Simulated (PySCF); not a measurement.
# Threshold energies of CuF in a plasma

PBE in PySCF with def2-TZVPPD on every atom, for the lowest determinant that a PBE0 search found; no spin–orbit coupling.

```csv
species,state (unpaired electrons),Re (Å),ωe (cm⁻¹),energy of the minimum from the neutral (eV),De (eV),dissociates to
CuF,singlet (closed shell),1.760,594,0.00,4.36,Cu (3d10 4s1) + F
CuF⁺,doublet (σ ↑),1.711,647,10.55,1.97,Cu⁺ (3d10) + F
CuF⁻,doublet (σ ↑),1.861,451,-1.36,2.05,Cu (3d10 4s1) + F⁻
```

Problem. Work out the lowest energy to break CuF into atoms, from its vibrational ground state.

Solution. D0 = De − ωe/2 = 4.36 − 0.04 = 4.32 eV (PBE/def2-TZVPPD).

Problem. Work out the ionisation energy of the Cu atom at this level and the threshold of dissociative ionisation.

Solution. IE(Cu) = 10.55 + 1.97 − 4.36 = 8.16 eV, so Cu⁺ (3d10) + F + e⁻ appears at D0 + IE(Cu) = 12.48 eV (PBE/def2-TZVPPD). The measured IE(Cu) is 7.726 eV (NIST ASD).

Problem. Work out the electron affinity of the F atom and the threshold of dissociative attachment.

Solution. EA(F) = 4.36 − 2.05 − (-1.36) = 3.67 eV, so Cu (3d10 4s1) + F⁻ needs D0 − EA(F) = 0.65 eV (PBE/def2-TZVPPD). The measured EA(F) is 3.401 eV.

Problem. At which energy does ion-pair formation open?

Solution. Cu⁺ + F⁻ lies at D0 + IE(Cu) − EA(F) = 8.81 eV (PBE/def2-TZVPPD).

These are thermodynamic thresholds; the onsets seen under electron impact lie higher where the geometry changes, and cross-sections peak well above them.

For an ion De counts to the pair picked by the measured ionisation energies or electron affinities, which need not be the lowest pair at this level. The highest Kohn–Sham level is positive in this anion. Much of that is self-interaction error, but it also means that the finite basis helps to hold the extra electron.
